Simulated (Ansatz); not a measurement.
Frontier orbitals of C₂H₇NO₃W, SMILES `C[N]=[W](=[O])([OH])[O]C`.

```csv
atom,x (Å),y (Å),z (Å)
C1,0.909,-1.385,-1.702
N2,0.759,-0.524,-0.583
W3,0.625,1.042,0.185
O4,0.725,2.258,-1.017
O5,2.052,1.242,1.425
O6,-1.038,1.130,1.045
C7,-2.160,0.305,1.214
H8,1.795,-2.016,-1.580
H9,0.043,-2.049,-1.791
H10,1.011,-0.821,-2.637
H11,2.666,0.541,1.646
H12,-2.989,0.683,0.610
H13,-1.942,-0.726,0.919
H14,-2.457,0.319,2.266
```

Total charge 0; spin multiplicity 1. Correlated methods include outer-core shells of W, which these sets cover unevenly. W: def2 effective core potential. All single points use the PBE0-D4/def2-TZVP geometry. It is one conformer, not always the lowest. Basis def2-TZVPP, Ansatz.

A caution on the coupled-cluster cation, which keeps the state that its UHF reference found: spin contamination of the cation.

Orbital energies of one run (eV). Highest occupied ones, from the top: -6.32, -6.98, -7.24, -7.67, -7.82, -8.59, -9.10, -9.49, -9.76, -11.16, -11.20, -11.42, -11.80, -11.87. Empty: -1.31, -1.22, -0.46, -0.14, 0.21, 0.56.

Task: Which functional gave them?
A. r2SCAN0
B. ωB97X-V
C. r2SCAN
D. r2SCANh

Result: C. HOMO energies: r2SCAN -6.32, ωB97X-V -9.74, r2SCAN0 -7.61, r2SCANh -6.84 eV.
